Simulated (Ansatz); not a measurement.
The cluster Al7H (the lowest singlet isomer of a short search). Charge 0, multiplicity 1. Geometry B3LYP-D4/def2-SVP, basis def2-TZVP, Ansatz.

```tsv
atom	x (Å)	y (Å)	z (Å)
Al1	0.0483	0.0564	-2.4867
Al2	0.9927	0.2337	0.1628
Al3	-0.4723	-1.6634	-0.6674
Al4	-1.0788	0.8376	1.8419
Al5	1.4735	2.0865	-1.7541
Al6	-0.0039	-1.4990	1.9678
Al7	-0.1722	2.5755	0.1809
H8	-0.7873	-2.6273	0.7548
```

| run | HOMO (eV) | LUMO (eV) |
| --- | --- | --- |
| A | -4.50 | -3.48 |
| B | -4.65 | -3.47 |
| C | -4.23 | -3.25 |
| D | -6.89 | -1.65 |
| E | -5.11 | -3.01 |

LC-ωPBE has ω = 0.4 bohr⁻¹. The structure comes from a short search, and lower isomers may exist.

The runs used BLYP, LC-ωPBE, PBE, PBE0, r2SCAN. Estimate which is which.

A PBE (0 % exact exchange); B r2SCAN (0 % exact exchange); C BLYP (0 % exact exchange); D LC-ωPBE (range-separated); E PBE0 (25 % exact exchange). Exact exchange lowers occupied and raises empty levels; among semilocal functionals meta-GGAs tend to open the gap a little, and such runs are hard to tell apart. The gap grows from 0.98 eV (BLYP) to 5.24 eV (LC-ωPBE). The restricted singlet is unstable towards broken spin symmetry in Hartree–Fock (as tested in another run); at r2SCAN-D4/def2-TZVP, BLYP-D4/def2-TZVP, LC-ωPBE/def2-TZVP, PBE0-D4/def2-TZVP this wasn't settled.
